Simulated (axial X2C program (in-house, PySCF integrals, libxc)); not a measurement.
# Testing model relations on ICl⁻

A bond curve at the PBE0 level, two-component, was computed with an in-house all-electron X2C program for linear molecules (integrals from PySCF) (basis I dyall-acv3z [12s13p9d5f1g], Cl dyall-av3z [9s8p3d2f] (cores contracted in-house)) for the state Ω = 1/2 (⟨Sz⟩ = 0.47, ⟨Lz⟩ = 0.03 at PBE0). Its fit gives Re = 2.9063 Å, ωe = 165.8 cm⁻¹, ωexe = 1.2 cm⁻¹ and αe = 5.665e-04 cm⁻¹; the masses are 126.9045 and 34.9689 u. Two-component means X2C with spin–orbit coupling and atomic mean-field Coulomb and Gaunt terms.

(1) Find the reduced mass, Be and the force constant.

(2) Where do the fundamental and the first overtone lie?

(3) Estimate De from a Morse curve and compare with the computed well depth of 1.163 eV to I + Cl-.

(4) A Morse curve ties αe to the other constants (Pekeris). How well does that hold?

(5) Estimate the centrifugal constant by the Kratzer relation.

One determinant describes the state; a PBE0 search over occupations chose it and may have missed a lower one. Dissociation energies refer to the lowest single-determinant-based atoms at the same level and basis. Density functionals use the spin component along the axis (collinear). Without a current term, density functionals place determinants with orbital angular momentum somewhat too high.

## Answers

(1) From the PBE0 values: μ = 27.4147 u. Be = 16.8576/(μ Re²) = 0.0728 cm⁻¹. k = 5.8918×10⁻⁷ μ ωe² = 0.444 mdyn/Å.

(2) ν(1←0) = ωe − 2ωexe = 163.4 cm⁻¹; ν(2←0) = 2ωe − 6ωexe = 324.4 cm⁻¹.

(3) De(Morse) = ωe²/(4ωexe) = 0.710 eV against 1.163 eV computed, a ratio of 0.61. The extrapolation falls short: long-range attraction (ionic or ion–induced dipole) or a change of character along the curve can cause this.

(4) αe(Morse) = 6Be²/ωe × (√(ωexe/Be) − 1) = 5.869e-04 cm⁻¹; the PBE0 curve gives 5.665e-04 cm⁻¹, a ratio of 1.04.

(5) D = 4Be³/ωe² = 5.61e-08 cm⁻¹.
